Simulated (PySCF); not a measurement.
C3H4O3Si.
SMILES with atom numbers: `[O:1]=[C:2]1[O:3][CH:4]=[CH:5][O:6][SiH2:7]1`

Definitions: NICS(0) = −σiso at the ring centroid; NICS(1) = −σiso and NICS(1)zz = −σzz at ±1 Å along the ring normal z. Level: GIAO PBE0/pcSseg-1 (PySCF, non-relativistic, gas phase) on the GFN2-xTB geometry, one conformer.

Ring bond lengths (Å), with Mayer bond orders in brackets: C2–O3 1.362 (0.97), O3–C4 1.366 (0.96), C4–C5 1.328 (1.83), C5–O6 1.353 (0.96), O6–Si7 1.642 (0.93), Si7–C2 1.918 (0.84).

Q: Give the NICS values of each ring in ppm.

A: 
```
              ring                                                              type  NICS(0)  NICS(1), two faces  NICS(1)zz, two faces  rms pucker (Å)  centre to ring atoms, mean (Å)
C2–O3–C4–C5–O6–Si7  6-membered ring with 2 O and Si; formal bonds 1 double, 5 single      1.6           0.0 / 0.0             2.5 / 2.5            0.00                            1.49
```

Q: What can be read from them?

A: 
- C2–O3–C4–C5–O6–Si7: mean NICS(1)zz 2.5 ppm, near zero. Si7 has four or more neighbours, so the value isn't read as a sign of a π ring current.

Q: At the first NICS(1) probe listed for ring C2–O3–C4–C5–O6–Si7, 1 Å off the ring, what do the in-plane components average?

A: The isotropic value is a third of the trace: (3 × 0.0 − (2.5))/2 = -1.2 ppm.
